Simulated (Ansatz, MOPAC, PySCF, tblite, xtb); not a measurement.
System: H3 (cation, charge +1), singlet: map of symmetric stretch and bend. Scanned: H-H bond length and H-H-H angle.

- GFN2-xTB, 300 K electronic temperature (tblite)
- RHF/def2-SVP (PySCF)
- FCI/aug-cc-pVQZ = Ansatz (an electronic-structure program) with full CI/aug-cc-pVQZ, frozen core
- RHF/aug-cc-pVQZ (Ansatz)
- MP2/aug-cc-pVQZ = MP2 on RHF/aug-cc-pVQZ, frozen core (Ansatz)
- CCSD/aug-cc-pVQZ = Ansatz with CCSD on RHF/aug-cc-pVQZ, frozen core
- CCSD(T)/aug-cc-pVQZ = CCSD(T) on RHF/aug-cc-pVQZ, frozen core (Ansatz)
- RKS-PBE0/aug-cc-pVQZ = restricted PBE0/aug-cc-pVQZ (Ansatz)
- RKS-CAM-B3LYP/aug-cc-pVQZ = restricted CAM-B3LYP/aug-cc-pVQZ in Ansatz
- RKS-PBE/aug-cc-pVQZ = restricted PBE/aug-cc-pVQZ (Ansatz)
- AM1, restricted, heats of formation (MOPAC)
- PM6, restricted, heats of formation (MOPAC)
- GFN1-xTB (xtb)
- RKS-B3LYP/6-31G* = restricted B3LYP/6-31G*, spherical d in PySCF
- RHF/6-31G* = restricted Hartree-Fock/6-31G*, spherical d (PySCF)
- RMP2/6-31G* = restricted MP2 (frozen core)/6-31G*, spherical d (PySCF 2.14.0)
- RMP2/3-21G = PySCF 2.14.0 with restricted MP2 (frozen core)/3-21G

Energies in kcal/mol at chosen points (x: H-H bond length (Å); y: H-H-H angle (°)), relative to x = 0.84, y = 70:

```csv
method,"(0.91, 98.68)","(1.13, 151.82)","(0.77, 82.33)","(0.77, 98.68)","(1.13, 151.82)","(0.96, 180)","(1.04, 110.12)"
GFN2-xTB,-6.5,0.7,10.3,8.1,0.7,-11.0,-3.0
RHF,21.0,69.4,8.5,17.6,69.4,50.6,43.7
FCI/aug-cc-pVQZ,19.9,62.9,7.3,16.0,62.9,46.1,39.9
RHF/aug-cc-pVQZ,22.1,71.3,7.3,16.9,71.3,52.7,44.4
MP2/aug-cc-pVQZ,21.1,67.1,7.3,16.3,67.1,49.4,42.3
CCSD/aug-cc-pVQZ,19.9,62.9,7.3,16.0,62.9,46.1,39.9
CCSD(T)/aug-cc-pVQZ,19.9,62.9,7.3,16.0,62.9,46.1,39.9
RKS-PBE0/aug-cc-pVQZ,19.2,62.0,7.6,16.1,62.0,45.7,38.7
RKS-CAM-B3LYP/aug-cc-pVQZ,18.6,61.4,7.5,15.8,61.4,44.8,38.0
RKS-PBE/aug-cc-pVQZ,17.5,56.8,7.7,15.6,56.8,41.8,35.5
AM1,17.9,62.7,3.1,8.1,62.7,35.1,41.0
PM6,19.6,79.2,12.3,18.6,79.2,45.8,49.6
GFN1-xTB,5.2,24.7,5.4,6.6,24.7,10.6,15.2
RKS-B3LYP/6-31G*,18.4,53.2,6.4,13.9,53.2,35.7,36.2
RHF/6-31G*,22.1,61.3,5.8,14.6,61.3,41.0,42.4
RMP2/6-31G*,20.9,58.5,6.1,14.5,58.5,39.4,40.3
RMP2/3-21G,20.3,56.9,6.5,15.1,56.9,38.1,38.7
```
